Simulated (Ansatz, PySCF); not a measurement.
Gas-phase reaction in SMILES: CC(C)(F)[SiH3] [2-fluoropropan-2-ylsilane] + 4 [H][H] (H2) -> 3 C (CH4) + F (HF) + [SiH4] (SiH4)
Structures are relaxed separately at B3LYP-D3(BJ)/def2-TZVP in Ansatz (a program for electronic structure). Frequencies are from Ansatz or PySCF.

Property: energy of full hydrogenation (enthalpy at 298 K, with B3LYP-D3(BJ) rigid-rotor harmonic-oscillator terms), in eV. Cores are frozen in the correlated levels unless marked. No spin-orbit coupling. No relativistic terms. Basis-set limits of correlation are two-point, X^-3; Hartree-Fock from the larger set.

```tsv
level	program	energy of full hydrogenation (eV)	minus last row
HF/aug-cc-pV(T+d)Z	Ansatz	-2.88	-0.65
BLYP-D3(BJ)/def2-TZVPD	Ansatz + dftd3	-2.05	0.18
revPBE-D4/def2-TZVPD	Ansatz + dftd4	-1.89	0.34
PBE0-D4/def2-TZVP	Ansatz + dftd4	-2.18	0.05
PBE0/def2-TZVP	Ansatz	-2.33	-0.10
PBE0/def2-TZVPD	Ansatz	-2.38	-0.15
HSE06-D3(BJ)/def2-TZVPD	Ansatz + dftd3	-2.25	-0.02
LC-wPBE/def2-TZVPD	Ansatz	-2.36	-0.13
B2GP-PLYP-D3(BJ)/def2-TZVPD	Ansatz + dftd3	-2.18	0.05
MP2/6-31G	Ansatz	-1.80	0.43
MP2/aug-cc-pV(T+d)Z	Ansatz	-2.17	0.06
MP2/cc-pV(Q+d)Z	Ansatz	-2.20	0.03
RI-MP2/aug-cc-pV(Q+d)Z	Ansatz	-2.19	0.04
RI-MP2/cc-pV(T+d)Z	Ansatz	-2.21	0.02
RI-MP2/cc-pV(Q+d)Z	Ansatz	-2.21	0.02
SCS-MP2/6-31G	Ansatz	-1.90	0.33
CCSD/cc-pV(D+d)Z	Ansatz	-2.41	-0.18
CCSD/cc-pV(T+d)Z	Ansatz	-2.41	-0.18
CCSD(T)/cc-pwCVTZ	Ansatz	-2.25	-0.02
CCSD(T)/cc-pV(Q+d)Z	Ansatz	-2.25	-0.02
CCSD(T)/CBS(cc-pV(T+d)Z,cc-pV(Q+d)Z)	Ansatz	-2.23	0.00
```
